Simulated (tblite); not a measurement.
Compound: Ge₃H₈P (doublet state).
Bonds: P1–Ge2, Ge2–Ge3, Ge3–Ge4. Hydrogens: H5, H6 on P1; H7 on Ge2; H8, H9 on Ge3; H10, H11, H12 on Ge4.

Computed with GFN2-xTB (tblite), gas phase: L-BFGS steps from a force-field or distance-geometry start until the largest atomic force falls under 0.01 eV/Å.

The end geometry, which sets the zero of energy:
```
atom  x, y, z in Å
P1      2.3060    1.2058    0.2803
Ge2     1.7998   -0.9264   -0.4987
Ge3    -0.5730   -1.2914    0.1403
Ge4    -2.0857    0.5759   -0.0038
H5      2.7893    0.8153    1.5221
H6      3.5773    1.2656   -0.2701
H7      1.5019   -0.4742   -1.9925
H8     -1.2215   -2.4392   -0.6324
H9     -0.7223   -1.8585    1.5558
H10    -2.1311    1.1930   -1.3722
H11    -3.5139    0.2284    0.3253
H12    -1.7255    1.7050    0.9199
```

Question: These geometries come from the run, each turned onto the end geometry. Order them by energy, lowest first.
A.
```
atom  x, y, z in Å
P1      2.2153    1.1695    0.3908
Ge2     1.7714   -0.9421   -0.4806
Ge3    -0.5833   -1.3554    0.1775
Ge4    -2.0070    0.5730   -0.0348
H5      2.9540    0.7722    1.5004
H6      3.3507    1.4229   -0.3695
H7      1.3677   -0.3986   -1.9196
H8     -1.2321   -2.4890   -0.6142
H9     -0.7783   -1.9185    1.5895
H10    -1.9754    1.1859   -1.4069
H11    -3.4643    0.3003    0.2373
H12    -1.6173    1.6790    0.9042
```
B.
```
atom  x, y, z in Å
P1      2.3477    0.9235    0.9155
Ge2     1.7841   -1.0602   -0.2587
Ge3    -0.6104   -1.4335    0.2258
Ge4    -1.8799    0.6001   -0.0638
H5      3.7017    0.8484    0.6188
H6      2.1061    1.7692   -0.1587
H7      1.4249   -0.4312   -1.6891
H8     -1.2219   -2.4637   -0.7231
H9     -1.0576   -2.0638    1.5477
H10    -1.7793    1.1758   -1.4526
H11    -3.3472    0.3921    0.1890
H12    -1.4670    1.7425    0.8232
```
C.
```
atom  x, y, z in Å
P1      2.2859    1.1982    0.5832
Ge2     1.7142   -0.9082   -0.2709
Ge3    -0.6753   -1.4146    0.2326
Ge4    -2.0253    0.5419   -0.0358
H5      3.4428    0.8222    1.2803
H6      3.0454    1.5582   -0.5456
H7      1.3141   -0.3071   -1.6881
H8     -1.2317   -2.4911   -0.6998
H9     -0.9740   -2.1505    1.5334
H10    -1.8240    1.0464   -1.4421
H11    -3.5154    0.4781    0.1347
H12    -1.5553    1.6258    0.8921
```
D.
```
atom  x, y, z in Å
P1      2.1945    1.1614    0.4099
Ge2     1.7649   -0.9354   -0.4937
Ge3    -0.5784   -1.3448    0.1885
Ge4    -2.0260    0.5714   -0.0236
H5      2.9498    0.7591    1.5057
H6      3.3085    1.4181   -0.3732
H7      1.3870   -0.4172   -1.9532
H8     -1.1785   -2.4941   -0.6180
H9     -0.7535   -1.9279    1.5928
H10    -1.9570    1.1652   -1.4025
H11    -3.4959    0.3645    0.2363
H12    -1.6141    1.6790    0.9050
```
E.
```
atom  x, y, z in Å
P1      2.2141    1.1895    0.4837
Ge2     1.7373   -0.9133   -0.3930
Ge3    -0.6235   -1.3961    0.2102
Ge4    -2.0313    0.5503   -0.0262
H5      3.1714    0.7948    1.4123
H6      3.1971    1.4338   -0.4670
H7      1.3663   -0.3398   -1.8326
H8     -1.1798   -2.5076   -0.6770
H9     -0.8443   -2.0320    1.5957
H10    -1.8883    1.1276   -1.4063
H11    -3.5206    0.4239    0.1963
H12    -1.5972    1.6682    0.8780
```

Answer: A (0.007 eV), D (0.015 eV), E (0.034 eV), C (0.082 eV), B (0.140 eV).

In the order of the answer:

| step | E above end (eV) | largest force (eV/Å) | rms force component (eV/Å) | rms distance from end (Å) | rms bond change (Å) | bond most changed (Å) |
| --- | --- | --- | --- | --- | --- | --- |
| 89 | 0.007 | 0.07 | 0.023 | 0.143 | 0.002 | Ge2–Ge3 -0.005 |
| 85 | 0.015 | 0.07 | 0.029 | 0.153 | 0.004 | Ge2–Ge3 -0.010 |
| 79 | 0.034 | 0.24 | 0.058 | 0.244 | 0.004 | Ge3–H9 +0.008 |
| 65 | 0.082 | 0.48 | 0.126 | 0.375 | 0.011 | P1–H6 +0.021 |
| 48 | 0.140 | 0.09 | 0.033 | 0.662 | 0.016 | P1–Ge2 +0.047 |

What follows is the cost of the whole relaxation. The run took 1.0 s on one thread, Arm Neoverse V1 (aarch64), shared host with 32 logical CPUs at a one-minute load of 29.
